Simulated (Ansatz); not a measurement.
C3H10OSi2, SMILES C=C[C@H]([SiH3])[SiH2]O.

Coordinates come from a PBE-D3(BJ)/def2-SVP optimisation. The structure was generated by enumeration; whether it is a known compound was not checked. One conformer was computed; it need not be the lowest.

Two levels are set side by side: PBE/def2-SVPD (Ansatz, an electronic-structure program) and PBE0/def2-SVPD (Ansatz). Energy differences of separate SCF runs at the same geometry; the states with an electron removed or added have multiplicity 2 and 2. Differences are taken from unrounded values.

| quantity | PBE0 | PBE | PBE minus PBE0 |
|---|---|---|---|
| vertical ionisation energy (eV) | 8.93 | 8.75 | -0.18 |
| vertical singlet–triplet gap (eV) | 3.92 | 4.00 | 0.08 |
